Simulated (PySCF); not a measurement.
## Dipole response of He⁺ (helium, charge +1)

1s1, 2S determinant. Calculation: PySCF 2.14, in dyall-acv3z; scalar relativity by spin-free X2C-1e. Coupled (time-dependent) response in atomic units; α is the mean over directions.

| method | mean α (bohr³) | C₆ (like pair) | S(−4) |
| --- | --- | --- | --- |
| UHF | 0.2794 | 0.1007 | 0.1030 |

S(−4) is the Cauchy moment in α(ω) = α(0) + S(−4) ω² + …

α(iu) at UHF:

```tsv
u (hartree)	α(iu) (bohr³)
0	0.2794
0.0500	0.2791
0.100	0.2784
0.200	0.2753
0.300	0.2705
0.500	0.2560
0.750	0.2322
1.00	0.2060
1.50	0.1570
2.00	0.1191
3.00	0.07166
5.00	0.03229
```

For a non-relativistic one-electron ion the exact value is 9/(2Z⁴) = 0.2812 bohr³; Hartree-Fock is exact here up to the basis and relativity.

For an ion, C₆ is the dispersion term alone; charge-induced terms of lower order in 1/R come first.
